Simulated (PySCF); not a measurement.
# One molecule, several mistakes: AlB2H3N

All numbers below are calculated, not measured. They come from PySCF 2.14.0, an open-source quantum chemistry program, on an isolated molecule that a program drew, which may never have been made. The molecule is AlB2H3N (charge 0, doublet), drawn as the SMILES string `B=N[BH][AlH]`.

Each row is a Hartree-Fock (HF) and frozen-core CCSD(T) single point in the cc-pV(D+d)Z basis, meant for a local HF minimum. Run 1 is clean. Each other run has one planted mistake out of seven kinds, and not every kind appears here: one electron removed, one electron added, multiplicity raised by two, geometry at a saddle point, minimal basis STO-3G, one bond length entered in bohr, all coordinates scaled. The reference is restricted for singlets and unrestricted otherwise, and also for a bond in bohr. Adding or removing an electron swaps singlet and doublet. Electrons count all cores. HOMO and LUMO are orbital energies over both spins, the gradient is its largest component, and the lowest frequency (negative if imaginary) is given only where the gradient is small. Bond lengths are over the 6 bonds as drawn. T1 is the CCSD diagnostic: over 0.02 (restricted) or 0.045 (unrestricted) a single reference is doubtful.

Geometry of the clean run:
```xyz
7
AlB2H3N, angstrom
B    -1.3073   -1.0649    1.8297
N    -0.6796   -1.5243    0.8605
B     0.0239   -2.0370   -0.2520
Al   -0.9964   -2.4427   -2.1188
H    -1.9009   -0.6322    2.7419
H     1.1936   -2.3003   -0.1063
H    -1.1058   -1.3684   -3.2981
```

| run | electrons | basis functions | <S^2> | HOMO (eV) | LUMO (eV) | gradient (hartree/bohr) | lowest frequency (cm^-1) | mean bond (Å) | longest bond (Å) | T1 | HF (hartree) | CCSD(T) (hartree) | mistake |
|---|---|---|---|---|---|---|---|---|---|---|---|---|---|
| 1 | 33 | 80 | 0.780 | -7.30 | 0.97 | 2.0e-05 | 110 | 1.4665 | 2.166 | 0.0218 | -347.47035 | -347.88379 | no fault |
| 2 | 33 | 80 | 1.465 | -8.30 | 0.04 | 2.4e-02 | - | 1.6760 | 2.669 | 0.0791 | -347.26792 | -347.69534 | one bond length entered in bohr |
| 3 | 32 | 80 | 0.000 | -14.50 | -5.88 | 6.1e-02 | - | 1.4665 | 2.166 | 0.0183 | -347.22774 | -347.63260 | one electron removed |
| 4 | 33 | 27 | 0.780 | -3.80 | 6.91 | 5.1e-02 | - | 1.4665 | 2.166 | 0.0261 | -343.19064 | -343.40566 | minimal basis STO-3G |
| 5 | 34 | 80 | 0.000 | -0.17 | 6.27 | 3.6e-02 | - | 1.4665 | 2.166 | 0.0367 | -347.44758 | -347.90450 | ? |

**Which mistake was planted in run 5, and what did it cost?**

It counts 34 electrons, one more than the clean run, at the same geometry and basis. So the mistake is: one electron added. Subtracting run 1 and multiplying by 627.51 kcal/mol a hartree, the energy moved by 14.3 kcal/mol in HF and -13.0 kcal/mol in CCSD(T).

Cautions from the logs. Run 2: T1 is over the limit, so its CCSD(T) energy is less reliable; run 5: T1 is over the limit, so its CCSD(T) energy is less reliable.
